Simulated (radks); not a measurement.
Numerical settings for neutral argon, [Ar]. Calculated with a radial shooting solver on a logarithmic mesh with Libxc functionals: Dirac Kohn-Sham, PBE, spin-unpolarised, spherical densities, point nucleus. The defaults (mesh step 0.008 in ln r, mesh end at 40 bohr or more with all orbitals vanishing there, Anderson mixing 0.5 over 9 steps, residual threshold near 1e-9 with the energy settled to 1e-9 hartree or 1e-11 of itself, here a cap of 90 iterations) give E = -529.2321 hartree and 3p3/2 at -10.211 eV in 13 iterations. Run on one thread of a shared host, so times are rough (Arm Neoverse V1): 0.07 s of CPU time, 0.07 s wall, 13 iterations on 2597 mesh points. Changes against that run (0 stands for a change within the tolerance of the run):

[
 {"setting": "mesh step in ln r 0.08", "iterations": "13", "converged": "yes", "E (mhartree)": "-0.0338", "e(3p3/2) (meV)": "-0.0299", "CPU (s)": "0.02"},
 {"setting": "mesh step in ln r 0.12", "iterations": "4", "converged": "no", "E (mhartree)": "diverged", "e(3p3/2) (meV)": "-", "CPU (s)": "0.01"},
 {"setting": "mesh step in ln r 0.005", "iterations": "13", "converged": "yes", "E (mhartree)": "0", "e(3p3/2) (meV)": "0", "CPU (s)": "0.11"},
 {"setting": "mesh end (bohr) 400", "iterations": "13", "converged": "yes", "E (mhartree)": "0", "e(3p3/2) (meV)": "0", "CPU (s)": "0.08"},
 {"setting": "mesh end (bohr) 20", "iterations": "13", "converged": "yes", "E (mhartree)": "0", "e(3p3/2) (meV)": "0", "CPU (s)": "0.07"},
 {"setting": "residual threshold 0.01", "iterations": "9", "converged": "yes", "E (mhartree)": "0", "e(3p3/2) (meV)": "+0.0248", "CPU (s)": "0.06"},
 {"setting": "residual threshold 1e-16", "iterations": "90", "converged": "no", "E (mhartree)": "0", "e(3p3/2) (meV)": "0", "CPU (s)": "0.27"},
 {"setting": "mixing 0.01", "iterations": "20", "converged": "yes", "E (mhartree)": "0", "e(3p3/2) (meV)": "0", "CPU (s)": "0.1"},
 {"setting": "linear mixing, mixing 0.05", "iterations": "90", "converged": "no", "E (mhartree)": "+0.00372", "e(3p3/2) (meV)": "-73.6", "CPU (s)": "0.38"},
 {"setting": "linear mixing, mixing 0.8", "iterations": "37", "converged": "yes", "E (mhartree)": "0", "e(3p3/2) (meV)": "0", "CPU (s)": "0.16"},
 {"setting": "mixing history 20", "iterations": "18", "converged": "yes", "E (mhartree)": "0", "e(3p3/2) (meV)": "0", "CPU (s)": "0.09"},
 {"setting": "iteration cap 3", "iterations": "3", "converged": "no", "E (mhartree)": "+0.466", "e(3p3/2) (meV)": "+194", "CPU (s)": "0.02"}
]

No run marked as converged misses the energy by more than 1 mhartree. A mesh that ends early acts as a hard wall.
